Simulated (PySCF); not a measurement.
TDDFT excited states: C6H10FP

Species: C6H10FP.
InChI=1S/C6H10FP/c1-2-5-3-8-4-6(5)7/h8H,2-4H2,1H3

Computed, not measured: TDDFT CAM-B3LYP/def2-SVPD, vertical, gas phase, core orbitals frozen in the response (PySCF). Isolated species at its GFN2-xTB geometry (one conformer only).

```json
{"state": "S1", "E (eV)": "6.09", "E (kJ/mol)": "588", "λ (nm)": "203.6", "f": "0.0022", "main configurations (H = HOMO, L = LUMO)": "H→L+1 (81%)"}
{"state": "S2", "E (eV)": "6.15", "E (kJ/mol)": "593", "λ (nm)": "201.7", "f": "0.011", "main configurations (H = HOMO, L = LUMO)": "H→L (85%)"}
{"state": "S3", "E (eV)": "6.64", "E (kJ/mol)": "641", "λ (nm)": "186.6", "f": "0.035", "main configurations (H = HOMO, L = LUMO)": "H-1→L (43%), H-1→L+1 (25%), H→L+2 (16%)"}
{"state": "S4", "E (eV)": "6.78", "E (kJ/mol)": "654", "λ (nm)": "182.8", "f": "0.072", "main configurations (H = HOMO, L = LUMO)": "H-1→L+1 (45%), H-1→L (25%), H→L+1 (10%)"}
{"state": "S5", "E (eV)": "7.00", "E (kJ/mol)": "675", "λ (nm)": "177.2", "f": "0.111", "main configurations (H = HOMO, L = LUMO)": "H→L+2 (70%), H-1→L+1 (10%)"}
{"state": "S6", "E (eV)": "7.26", "E (kJ/mol)": "700", "λ (nm)": "170.8", "f": "0.028", "main configurations (H = HOMO, L = LUMO)": "H→L+3 (33%), H-1→L+2 (30%), H→L+4 (17%)"}
{"state": "S7", "E (eV)": "7.38", "E (kJ/mol)": "712", "λ (nm)": "168.0", "f": "0.151", "main configurations (H = HOMO, L = LUMO)": "H-1→L+2 (33%), H→L+3 (20%)"}
{"state": "S8", "E (eV)": "7.46", "E (kJ/mol)": "719", "λ (nm)": "166.3", "f": "0.054", "main configurations (H = HOMO, L = LUMO)": "H→L+4 (33%), H→L+3 (26%)"}
```

Triplets (Tamm–Dancoff): T1 4.33 eV, H→L+3 (30%), H→L+1 (22%), H→L+2 (12%); T2 5.29 eV, H-1→L+1 (46%), H→L+1 (21%); T3 5.46 eV, H-1→L (25%), H→L (23%).

The lowest singlet lies at 6.09 eV (204 nm, ultraviolet) and is very weak; its leading configuration is HOMO→LUMO+1 (81%). The strongest level in the table is S7 at 7.38 eV (168 nm, f = 0.151). Löwdin shares by element: HOMO carbon 49% or more, phosphorus 16%, fluorine 9% (atoms not listed hold the other 26%); LUMO carbon 28% or more, phosphorus 14% (atoms not listed hold the other 58%). Orbital energies (eV): HOMO-3 -11.20, HOMO-2 -10.77, HOMO-1 -8.64, HOMO -8.05, LUMO 1.05, LUMO+1 1.23, LUMO+2 1.69. Of the 8 states listed, 7 reach f = 0.01 and none stays under 0.0005. The listed states span 1.37 eV, and the widest gap between neighbours is 0.50 eV (S2 to S3). Only the lowest 8 singlets were computed, as vertical energies without vibronic structure.
